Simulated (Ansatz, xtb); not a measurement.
## C6H7PS: 9 structures ranked

9 gas-phase structures of C6H7PS, from a drawn sample of its isomers (lower ones may exist). Each was relaxed with GFN2-xTB:

A. `CC1=PC(S)=CC=C1`, a singlet
B. `CC1=PC=CC=C1S`, a singlet
C. `CC1=CP=C(S)C=C1`, a singlet
D. `CC1=PC=CC(S)=C1`, a singlet
E. `CC1=CC(S)=CP=C1`, a singlet
F. `CC1=CC=CP=C1S`, a singlet
G. `CC1=PC=C(S)C=C1`, a singlet
H. `CC1=C(S)C=CP=C1`, a singlet
I. `CC1=C(S)C=PC=C1`, a singlet

Problem. Estimate their order in r2SCAN-D4/def2-SVP energy at these geometries, lowest first.

Solution. Calculated order at r2SCAN-D4/def2-SVP: C (0.0), A (0.0), E (0.7), I (0.8), D (0.8), B (0.9), H (0.9), G (1.3), F (1.6) kcal/mol. Less than 1 kcal/mol parts C and A; A and E; E and I; I and D; D and B; B and H; H and G; G and F, so the order within those pairs means little.

Energies above the lowest of each column, in kcal/mol; the last columns are at B3LYP/def2-SVP geometries and were run for some of them only (a dash: not run or not comparable):

| structure | GFN2-xTB | HF/STO-3G | r2SCAN-D4/def2-SVP | B3LYP/def2-SVP | CCSD(T)/def2-SVP + ΔMP2/def2-TZVPP |
| --- | --- | --- | --- | --- | --- |
| C | 1.0 | 0.3 | 0.0 | 0.0 | 0.1 |
| A | 2.2 | 1.3 | 0.0 | 0.3 | 0.7 |
| E | 0.0 | 0.0 | 0.7 | 0.6 | 0.0 |
| I | 2.0 | 2.8 | 0.8 | 1.4 | 0.3 |
| D | 1.4 | 0.8 | 0.8 | 1.0 | 1.2 |
| B | 2.6 | 4.3 | 0.9 | 1.8 | 0.8 |
| H | 2.0 | 2.9 | 0.9 | – | – |
| G | 1.4 | 1.1 | 1.3 | – | – |
| F | 4.1 | 4.3 | 1.6 | – | – |

CCSD(T)/def2-SVP + ΔMP2/def2-TZVPP has A and B and C and E and I within 1 kcal/mol of each other at the bottom, and every level picks one of them. CCSD(T)/def2-SVP + ΔMP2/def2-TZVPP orders those it was run on as E (0.0), C (0.1), I (0.3), A (0.7), B (0.8), D (1.2) kcal/mol. Less than 1 kcal/mol parts E and C; C and I; I and A; A and B; B and D, so the order within those pairs means little. Some further structures that were screened fall inside this span and aren't listed. Flexible structures stand in one conformer each, not always the lowest. Frequencies (GFN2-xTB) were run for A, B, C, D, E, I alone. ΔMP2 is the change of the MP2 energy from the smaller to the larger basis.

Over these structures GFN2-xTB departs from r2SCAN-D4/def2-SVP by 0.7 kcal/mol on average once a common shift is removed. A GFN2-xTB relaxation took about 0.13 s and the r2SCAN-D4/def2-SVP energy about 2.1 s on a shared host (Ansatz 0.2.0, xtb 6.7.1).
